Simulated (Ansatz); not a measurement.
The cluster Au₃I₂, relaxed as a doublet with UKS PBE-D4/def2-SVP in Ansatz, starting from the GFN2-xTB geometry. Force threshold 0.02 eV/Å.

In the def2 sets Au, I take a core potential; there is no spin–orbit coupling. The relaxation made no stability test and no search for a lower SCF solution. No other spin state of charge 0 was run. The structure comes from a short search, and lower isomers may exist.

Start:

```xyz
5

Au   -1.566   -0.546   -0.814
Au   -1.127    1.982   -0.304
Au    1.143   -0.585    0.483
I     1.555    1.977    0.936
I    -0.005   -2.828   -0.302
```

```csv
step,energy (eV),largest force component (eV/Å),SCF passes
1,-27288.9331,0.522,19
2,-27288.9829,0.659,25
3,-27289.0259,0.081,22
4,-27289.0269,0.023,22
5,-27289.0271,0.003,21
```

Force components are those of the run's own axes.

End:

```xyz
5

Au   -1.4976   -0.5802   -0.7688
Au   -1.0295    2.0013   -0.2711
Au    1.0581   -0.5523    0.4397
I     1.4911    2.0113    0.9208
I    -0.0221   -2.8801   -0.3206
```

By distances, no bond broke or formed. The bond that changes most is Au2–I4, from 2.95 to 2.79 Å (atoms count from 1).

No frequencies were taken in this run, so the end may be a saddle point.

Hardware: 4 threads of Intel Xeon on a shared host. Wall time 12 s.
